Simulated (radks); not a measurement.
Results of a calculation; reference values are marked as such.
Polarisability of the iron ion Fe3+, [Ar] 3d5, at imaginary frequency. Level of theory: scalar-relativistic Kohn-Sham, LB94 model potential, spin-unpolarised, spherical densities, finite nucleus; Fermi nuclear charge, rms radius 3.7377 fm (a radial shooting solver on a logarithmic mesh with Libxc functionals). Response by self-consistent Sternheimer equations with the Hartree and adiabatic LDA kernel, the relativistic mass of each level held fixed and spin-orbit coupling left out.

w (hartree)  alpha1(iw) (bohr^3)
0.00266                    1.900
0.0143                     1.900
0.0360                     1.898
0.0697                     1.894
0.118                      1.883
0.186                      1.860
0.280                      1.813
0.413                      1.729
0.605                      1.590
0.892                      1.387
1.35                       1.118
2.12                      0.7935
3.59                      0.4551
6.94                      0.1845
17.5                     0.04163

Static values: alpha1 = 1.900 bohr^3 (0.2815 angstrom^3; uncoupled 2.397). C6 = 4.698, triple-dipole C9 = 6.125 atomic units. One-pole (London) frequency 4 C6 / (3 alpha1^2) = 1.736 hartree, against 1.949 for minus the highest occupied eigenvalue.
